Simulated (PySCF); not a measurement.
**NiF: from constants to spectrum**

M06-L constants of NiF, doublet, unpaired electrons π ↑ (Ni def2-TZVPP, F def2-TZVPP; no relativity (PySCF 2.14); masses 57.9353 and 18.9984 u):

```
ωe              : 643.5 cm⁻¹
ωexe            : 3.87 cm⁻¹
Be              : 0.38918 cm⁻¹
αe              : 0.00329 cm⁻¹
D (centrifugal) : 5.69e-07 cm⁻¹
```

Give the vibrational terms G(v) and spacings up to v = 6.

G(v) = ωe(v+½) − ωexe(v+½)².

```json
{"v": "0", "G(v) (cm⁻¹)": "321", "G(v) − G(v−1)": "", "Bv (cm⁻¹)": "0.3875"}
{"v": "1", "G(v) (cm⁻¹)": "957", "G(v) − G(v−1)": "636", "Bv (cm⁻¹)": "0.3842"}
{"v": "2", "G(v) (cm⁻¹)": "1585", "G(v) − G(v−1)": "628", "Bv (cm⁻¹)": "0.3810"}
{"v": "3", "G(v) (cm⁻¹)": "2205", "G(v) − G(v−1)": "620", "Bv (cm⁻¹)": "0.3777"}
{"v": "4", "G(v) (cm⁻¹)": "2817", "G(v) − G(v−1)": "613", "Bv (cm⁻¹)": "0.3744"}
{"v": "5", "G(v) (cm⁻¹)": "3422", "G(v) − G(v−1)": "605", "Bv (cm⁻¹)": "0.3711"}
{"v": "6", "G(v) (cm⁻¹)": "4019", "G(v) − G(v−1)": "597", "Bv (cm⁻¹)": "0.3678"}
```

De is left out where the level can put another filling of the metal’s s and d shells below the measured ground configuration, by anything from nothing to about 1 eV. The state is the lowest single determinant that the PBE0 search found; with open d or f shells the true ground state can be another one.
